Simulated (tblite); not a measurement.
germylsilane (H₆GeSi), singlet, at a GFN2-xTB geometry; GFN1-xTB with ALPB(water) (tblite 0.6.0).

The tblite input:
```
$ tblite run mol.xyz --method gfn1 --charge 0 --spin 0 --alpb water --json tblite.json --no-restart

# file mol.xyz
8

Si    -1.56704071     0.16693932     0.03758954
Ge     0.74957058    -0.07985294    -0.01798040
H     -2.14643979    -0.68810588     1.07390640
H     -1.92532104     1.55570653     0.32693199
H     -2.15072553    -0.20470937    -1.25157588
H      1.24574300    -1.41299042    -0.49700975
H      1.48093017     0.88627488    -0.90376928
H      1.44812445     0.08196777     1.30063566
```

Output, abridged:

```
xTB calculator
 | screened Coulomb repulsion
 | Coulomb electrostatics
 |  * isotropic Klopman-Ohno-Mataga-Nishimoto electrostatics
 |  * onsite third-order electrostatics
 | DFT-D3(BJ) dispersion correction
 | Interactions (3)
 | [1] alpb/gbsa reaction field model
 | [2] cds contribution to solvation
 | [3] empirical free energy shift and standard state/solvent correction

halogen bonding energy    0.0000000000000E+00 Eh
repulsion energy          5.8041599173579E-02 Eh
dispersion energy        -2.0011785051585E-03 Eh
interaction energy        1.9426072612669E-03 Eh
number of electrons       1.4000000000000E+01 e
integral cutoff           4.0000000000000E+01 bohr

------------------------------------------------------------
  cycle        total energy    energy error   density error
------------------------------------------------------------
      1     -6.629438392200  -6.6874214E+00   3.0268591E-01
      2     -6.707162217737  -7.7723826E-02   1.7725474E-01
      3     -6.723907653127  -1.6745435E-02   9.8643778E-02
      4     -6.744527499386  -2.0619846E-02   2.2527043E-02
      5     -6.744839477542  -3.1197816E-04   3.8441212E-03
      6     -6.744861187048  -2.1709506E-05   9.9202563E-04
      7     -6.744861495042  -3.0799370E-07   3.6805588E-04
      8     -6.744861680882  -1.8583970E-07   1.1295802E-04
      9     -6.744861707426  -2.6544065E-08   1.8650322E-05
------------------------------------------------------------

electronic energy        -6.8028447353554E+00 Eh
total energy             -6.7448617074257E+00 Eh

Post processing:
 | Mayer-Wiberg bond orders

[Info] JSON dump of results written to 'tblite.json'
```
